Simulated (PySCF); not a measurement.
isopropylamine cation (C3H9N), SMILES CC(C)N (connectivity only; charge and spin as stated), charge +1, multiplicity 2. Atoms are numbered in the order given.

```xyz
13

C      0.0911    -0.6965    -1.3017
C     -0.2894     0.0163     0.0000
C      0.0911    -0.6965     1.3017
N      0.0824     1.3824     0.0000
H     -0.3862    -1.6850    -1.3220
H      1.1827    -0.8354    -1.3448
H     -0.2401    -0.1402    -2.1919
H     -1.4242     0.0848     0.0000
H     -0.2401    -0.1402     2.1919
H      1.1827    -0.8354     1.3448
H     -0.3862    -1.6850     1.3220
H      0.1887     1.9099     0.8745
H      0.1887     1.9099    -0.8745
```
Charge +1, spin multiplicity 2.

Geometry: B3LYP-D3(BJ)/def2-SVP. The multiplicity is an assumed one; other spin states were not compared. The values are those of a single conformer.

Calculation: PBE/def2-TZVP (PySCF).

The molecule is in vacuum.

**Question.** Estimate the frontier levels, dipole moment and polarisability. (The exact figures need the calculation; the answer reports its results.)

**Answer.** 
| Quantity | Result |
|---|---|
| α spin, highest occupied and lowest empty level | -13.01 and -5.31 eV |
| β spin, highest occupied and lowest empty level | -13.99 and -11.55 eV |
| dipole moment about the centre of nuclear charge | 2.84 D |
| mean static polarisability | 46.5 bohr³ (6.89 Å³) |
| polarisability, principal values | 37.3, 48.4, 53.8 bohr³ |
| ⟨S²⟩ | 0.753 (pure state 0.75) |
